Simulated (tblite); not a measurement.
C6H10FNSi.
Cartesian coordinates in Å at the GFN2-xTB level; atoms count from 1:
```
atom  x, y, z in Å
N1     0.7427    3.2465    0.7687
C2     0.3925    2.2536    0.3207
C3    -0.0258    0.9786   -0.2004
C4    -1.5282    0.7444    0.0078
C5    -1.8370   -0.6930   -0.4174
Si6   -0.3386   -1.7174    0.1674
C7     0.7461   -0.1636    0.4917
C8     2.1698   -0.2582   -0.0231
F9     2.1758   -0.6480   -1.3448
H10    0.1955    0.9524   -1.2745
H11   -2.1144    1.4706   -0.5594
H12   -1.7640    0.8776    1.0664
H13   -2.7890   -1.0186   -0.0038
H14   -1.9329   -0.7407   -1.5029
H15   -0.5650   -2.4394    1.4218
H16    0.2201   -2.5792   -0.8683
H17    0.8084    0.0510    1.5626
H18    2.6922    0.7053    0.0190
H19    2.7420   -1.0125    0.5257
```

Calculated harmonic vibrations of the isolated species, GFN2-xTB (tblite), most abundant isotopes, no scaling. This tight-binding method is rough: wavenumbers can miss measured ones by several per cent, in bad cases by 10 to 20. Modes of hydrogen on silicon can be 10 to 20 % off. One conformer, not necessarily the lowest.

Harmonic wavenumbers (cm⁻¹): 54.5, 89.7, 128.2, 134.2, 180.8, 270.3, 280.8, 358.1, 431.1, 481.7, 498.8, 513.4, 536.3, 598.4, 661.1, 706.0, 740.2, 769.0, 782.5, 856.3, 943.0, 963.9, 991.1, 1031.4, 1057.7, 1085.1, 1107.3, 1137.9, 1154.4, 1180.4, 1217.9, 1241.5, 1259.6, 1273.4, 1306.4, 1329.5, 1334.0, 1456.7, 1476.6, 1497.2, 2263.6, 2320.0, 2401.9, 2920.8, 2926.8, 2946.9, 2956.9, 2967.3, 2984.4, 2985.8, 3018.8.

A = 1644, B = 1261, C = 821.4 MHz; mass 143.057 u (most abundant isotopes); point group C1, symmetry number 1.

Question: Zero-point energy?

Answer: Half the sum of the wavenumbers: 31905 cm⁻¹ = 91.22 kcal/mol.

Question: Give the ideal-gas entropy at 200 K and 1 bar in the rigid-rotor, harmonic-oscillator model (classical rotation).

Answer: Translation 38.83, rotation 28.43, vibration 17.12: S = 84.4 cal/(mol K).

Question: And Cp and H(200 K) − H(0)?

Answer: Cp = 28.03 cal/(mol K), of which vibrations give 20.09 (their classical limit is 51 R = 101.3); H(200 K) − H(0) = 3.52 kcal/mol without the zero-point energy, 1.93 from vibrations.

Question: Which modes carry the vibrational entropy at 200 K?

Answer: 54.5 cm⁻¹: 3.86; 89.7 cm⁻¹: 2.89; 128.2 cm⁻¹: 2.22; 134.2 cm⁻¹: 2.13; 180.8 cm⁻¹: 1.60; 270.3 cm⁻¹: 0.95 cal/(mol K); the other 45 give 3.46 together.

Question: Blend soft modes into free rotors: weight 1/[1 + (100 cm⁻¹/ν̃)⁴] for the oscillator and the rest for a rotor with moment μB/(μ + B), μ = h/(8π²ν), B = 10⁻⁴⁴ kg m². What vibrational entropy results?

Answer: 16.24 cal/(mol K) in place of 17.12, which changes −T·S at 200 K by +0.17 kcal/mol.

Question: How do the functions run with temperature in this model?

Answer: 
```tsv
T (K)	S (cal/(mol K))	Cp (cal/(mol K))	H − H(0) (kcal/mol)	G − H(0) (kcal/mol)	ln q(vib)
100	69.0	17.8	1.24	-5.66	1.39
300	97.8	39.1	6.88	-22.47	6.23
500	122.6	58.3	16.73	-44.56	11.33
800	154.2	76.2	37.15	-86.25	18.86
1000	172.1	83.7	53.18	-118.92	23.56
```

q(vib) and H(0) count from the zero-point level.

Question: What must be added to the electronic energy to get the Gibbs energy at 200 K and 1 bar?

Answer: ZPE + [H(200 K) − H(0)] − T·S = 91.22 + 3.52 − 16.88 = 77.86 kcal/mol.

Hindered rotation and anharmonicity are outside this model. Other conformers, if any are populated, would add a mixing term that is left out. The structure is chiral; the term R ln 2 for an equal mix with its mirror image is left out.

Time: 1.4 s wall. Hardware: an Arm Neoverse N1 with one thread, shared host with 64 logical CPUs at a one-minute load of 59. The figure is for the frequency step alone.
